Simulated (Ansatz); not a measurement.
hydrogen chloride (HCl), singlet, geometry from GFN2-xTB. Base run: HF/cc-pVDZ (Ansatz, an electronic-structure program).

Here is a job for Ansatz.
Ansatz 0.2 input:
```yaml
crystal:
  periodic: [false, false, false]
  atoms:
    - {symbol: Cl, position_ang: [-0.00000000, -0.00000000, -0.07094563]}
    - {symbol: H, position_ang: [0.00000000, 0.00000000, 1.20607566]}
basis:
  gaussian:
    orbitals: cc-pVDZ
hamiltonian:
  xc: hf
```

The base run was repeated with changes; each row names its change, and settings that it needs were set with it.

| change | ΔE vs base (eV) |
|---|---|
| base | 0.00 |
| occupation = up:A1:5 B1:3 B2:1 down:A1:5 B1:3 B2:1 | 48.37 |
| occupation = up:A1:6 B1:1 B2:2 down:A1:6 B1:1 B2:2 | 20.80 |
| symmetry_tolerance_ang = 0.01 | 0.00 |
| occupation = up:A1:5 B1:2 B2:1 A2:1 down:A1:5 B1:2 B2:1 A2:1 | 56.58 |
| occupation = up:A1:4 B1:2 B2:3 down:A1:4 B1:2 B2:3 | 57.44 |
| occupation = up:A1:5 B1:2 B2:2 down:A1:5 B1:2 B2:2 | 0.00 |
